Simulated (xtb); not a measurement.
Cl₃Ti, charge +1, singlet, geometry from GFN2-xTB (such geometries of metal compounds can be far from the true shape) (the multiplicity is a formal guess); GFN2-xTB with GBSA(toluene) in xtb 6.7.1.

Here is a job for xtb.
```
$ xtb mol.xyz --gfn 2 --chrg 1 --gbsa toluene --json

# file mol.xyz
4

Ti     0.10914501     0.56295754     0.36036279
Cl     1.80190768    -0.38074871    -0.50003049
Cl    -0.78707573    -1.07398983     1.36708778
Cl    -1.15607844     0.72620526    -1.33340913
```

Q: Write the output that xtb gives for this input, abridged.

A: 
```
   ID    Z sym.   atoms
    1   22 Ti     1
    2   17 Cl     2-4

           -------------------------------------------------
          |                Calculation Setup                |
           -------------------------------------------------

           -------------------------------------------------
          |                 G F N 2 - x T B                 |
           -------------------------------------------------

      * Solvation model:               GBSA
        Solvent                        toluene
        Parameter file                 internal GFN2-xTB/GBSA
        Dielectric constant                7.0000E+00
        Reference state                gsolv [1 M gas/solution]
        Free energy shift                  4.5239E-03 Eh       2.8388E+00 kcal/mol
        Temperature                        2.9815E+02 K
        Density                            8.6700E-01 kg/L
        Solvent mass                       9.2140E+01 g/mol
        Interaction kernel             Still
        Born radius scaling (c1)           1.5686E+00
        Born radii integrator          GBOBC
        Born offset                        0.0000E+00 a0       0.0000E+00 AA
        H-bond correction              false
        Ion screening                  false
        Surface tension                    1.0000E-05 Eh       1.5569E+01 dyn/cm
        Grid points                               230 per atom

          ...................................................
          :                      SETUP                      :
          :.................................................:
          :  # basis functions                  40          :
          :  # atomic orbitals                  36          :
          :  # shells                           12          :
          :  # electrons                        24          :
          :  max. iterations                   250          :
          :  Hamiltonian                  GFN2-xTB          :
          :  restarted?                      false          :
          :  GBSA solvation                   true          :
          :  PC potential                    false          :
          :  electronic temp.          300.0000000     K    :
          :  accuracy                    1.0000000          :
          :  -> integral cutoff          0.2500000E+02      :
          :  -> integral neglect         0.1000000E-07      :
          :  -> SCF convergence          0.1000000E-05 Eh   :
[...]
         :: total energy             -15.010345368328 Eh    ::
[...]
        22                         -0.0574152              -1.5623
        23                         -0.0573135              -1.5596
       ...                                ...                  ...
        36                          0.6376657              17.3518
      -------------------------------------------------------------
                  HL-Gap            0.0815048 Eh            2.2179 eV
             Fermi-level           -0.4628131 Eh          -12.5938 eV

     #   Z          covCN         q      C6AA      α(0)
     1  22 Ti       2.281     1.007   201.777    34.779
     2  17 Cl       0.772    -0.002    99.104    15.228
     3  17 Cl       0.772    -0.002    99.104    15.228
     4  17 Cl       0.772    -0.002    99.104    15.228

 Mol. C6AA /au·bohr⁶  :       1885.149567
 Mol. C8AA /au·bohr⁸  :     116824.964285
 Mol. α(0) /au        :         80.464294

Wiberg/Mayer (AO) data.
largest (>0.10) Wiberg bond orders for each atom

 ---------------------------------------------------------------------------
     #   Z sym  total        # sym  WBO       # sym  WBO       # sym  WBO
 ---------------------------------------------------------------------------
     1  22 Ti   4.465 --     4 Cl   1.488     3 Cl   1.488     2 Cl   1.488
     2  17 Cl   1.674 --     1 Ti   1.488
     3  17 Cl   1.674 --     1 Ti   1.488
     4  17 Cl   1.674 --     1 Ti   1.488
 ---------------------------------------------------------------------------

Topologies differ in total number of bonds
Writing topology from bond orders to xtbtopo.mol

molecular dipole:
                 x           y           z       tot (Debye)
 q only:        0.208       1.074       0.687
   full:        0.307       1.582       1.012       4.836
molecular quadrupole (traceless):
                xx          xy          yy          xz          yz          zz
 q only:       -0.779       0.339       0.906       0.217       1.120      -0.127
  q+dip:       -1.542       0.672       1.794       0.430       2.219      -0.252
   full:       -1.918       0.836       2.231       0.535       2.759      -0.313

           -------------------------------------------------
          | TOTAL ENERGY              -15.010345368328 Eh   |
          | GRADIENT NORM               0.002731197454 Eh/α |
          | HOMO-LUMO GAP               2.217859382679 eV   |
           -------------------------------------------------

normal termination of xtb
```
